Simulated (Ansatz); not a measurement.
Coupled-cluster run, `CO[Si](F)(Cl)SC`.

```yaml
crystal:
  periodic: [false, false, false]
  atoms:
    - {symbol: C, position_ang: [-1.392973, 1.088428, -1.412199]}
    - {symbol: O, position_ang: [-0.913271, 0.268594, -0.361147]}
    - {symbol: Si, position_ang: [0.098647, 0.734421, 0.809190]}
    - {symbol: F, position_ang: [1.354827, 1.420952, 0.111607]}
    - {symbol: Cl, position_ang: [-0.731523, 2.147036, 2.016512]}
    - {symbol: S, position_ang: [0.649078, -0.901471, 1.984027]}
    - {symbol: C, position_ang: [1.282030, -1.985514, 0.663831]}
    - {symbol: H, position_ang: [-1.985641, 0.461489, -2.078356]}
    - {symbol: H, position_ang: [-2.027329, 1.888440, -1.020454]}
    - {symbol: H, position_ang: [-0.567264, 1.529521, -1.977076]}
    - {symbol: H, position_ang: [0.504287, -2.193037, -0.068641]}
    - {symbol: H, position_ang: [1.576222, -2.913976, 1.151427]}
    - {symbol: H, position_ang: [2.152931, -1.544883, 0.181299]}
basis:
  gaussian: {orbitals: def2-TZVPP}
correlation: {method: ccsd_t}
```

```sh
$ ansatz run in.yaml --threads 2 --pin off --events-out ev --progress --plain --max-ram 32768MiB --backend cuda --devices 0, --max-vram 18GiB
```

The program prints (abridged):

```
Functional definition: HF
1985 factors; integrals over basis functions are off by at most 7.8e-4 eV
mean field evaluation 1: about -38087.3111 eV, gradient 4.3e1 eV
mean field evaluation 2: about -38087.7445 eV, gradient 4.4e1 eV
mean field evaluation 4: about -38091.6493 eV, gradient 4.3e0 eV
mean field evaluation 8: about -38091.7257 eV, gradient 3.4e-1 eV
mean field -38091.72619806 eV, -1399.8451182793 hartree, gradient 6.1e-6 eV, S^2 0.000000; 0 other end points of the search recorded, 0 dependent functions left out
19 core orbitals not correlated: weight in the atoms' cores, before any rotation towards them, 1.000 or more for the frozen orbitals, at most 0.000 for the correlated occupied ones
reference -38091.72619806 eV, -1399.8451182793 hartree; 22, 22 occupied and 293, 293 virtual orbitals, 1985 factors
second order -35.60908165 eV of doubles, -0.00000000 eV of singles
cycle   1  -36.23492288 eV  change   -6.3e-1 eV  update   1.2e-1
cycle   2  -37.02132664 eV  change   -7.9e-1 eV  update   3.4e-2
cycle   3  -37.19340710 eV  change   -1.7e-1 eV  update   1.7e-2
cycle   4  -37.17854105 eV  change    1.5e-2 eV  update   3.5e-3
cycle   5  -37.17671885 eV  change    1.8e-3 eV  update   1.5e-3
cycle   6  -37.17745331 eV  change   -7.3e-4 eV  update   4.3e-4
cycle   7  -37.17717543 eV  change    2.8e-4 eV  update   1.6e-4
cycle   8  -37.17711044 eV  change    6.5e-5 eV  update   4.8e-5
cycle   9  -37.17713227 eV  change   -2.2e-5 eV  update   1.9e-5
perturbative correction -1.45885884 eV, -0.0536120735 hartree
Total energy: -38130.36218917 eV, -1401.2649647643 hartree
```

It took 18 s on 2 threads of an AMD EPYC 7R13 on a shared host and a share of an NVIDIA H100 80 GB, with 0.84 GiB of host memory at the peak.

Correlation energy per correlated electron: -0.878 eV. T1 diagnostic: 0.0109.
